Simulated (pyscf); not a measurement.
## O=CrH(=O)–OH, singlet

Gas-phase minimum from PySCF at ωB97X-D3(BJ)/def2-SVP, one conformer. 

```xyz
6

O      0.1656     1.9956    -0.3378
Cr     0.4302     0.5050    -0.1272
O      1.7771     0.2407     0.5469
O     -0.9078    -0.4161     0.4137
H      0.7522     0.0560    -1.5643
H     -0.7559    -1.2182     0.9356
```

Bonded distances (Å): O1–Cr2 1.528, Cr2–O3 1.529, Cr2–O4 1.712, Cr2–H5 1.540, O4–H6 0.969. Bond angles (°): O1–Cr2–O3 112.4, O1–Cr2–O4 115.7, O1–Cr2–H5 101.1, O3–Cr2–O4 117.1, O3–Cr2–H5 100.2, O4–Cr2–H5 107.5, Cr2–O4–H6 119.5.

Properties at ωB97X-D3(BJ)/def2-SVP:

Harmonic wavenumbers, unscaled: 240, 282, 402, 494, 673, 707, 718, 853, 1202, 1205, 2059, 3863 cm⁻¹
Zero-point energy: 18.2 kcal/mol
Rotational symmetry number: 1
Entropy of this conformer at 298 K and 1 atm, rigid rotor and harmonic oscillator, modes under 100 cm⁻¹ raised to 100: 295.3 J/(mol K)
Dipole moment: 2.65 D

Single-point totals, which compare only within one level (frozen core for MP2 and CC):

```tsv
level	total energy (hartree)
ωB97X-D3(BJ)/def2-TZVP	-1271.43869
PBE/def2-TZVP	-1271.08140
r²SCAN/def2-TZVP	-1271.38202
B3LYP-D3(BJ)/def2-TZVP	-1271.50099
PBE0-D3(BJ)/def2-TZVP	-1271.00085
M06-2X/def2-TZVP	-1271.23825
ωB97M-D3(BJ)/def2-TZVP	-1271.51429
HF/def2-TZVPP	-1268.90089
MP2/def2-TZVPP	-1270.52820
CCSD/def2-TZVPP	-1270.31969
CCSD(T)/def2-TZVPP	-1270.43337
```

The CCSD(T) − MP2 part came from Ansatz, without density fitting, on the same reference. The frozen core leaves the outer d or s,p core shells of the metals and heavy elements correlated in the MP2 and CC values, and def2-TZVPP describes them poorly, so these totals are far from the basis limit.
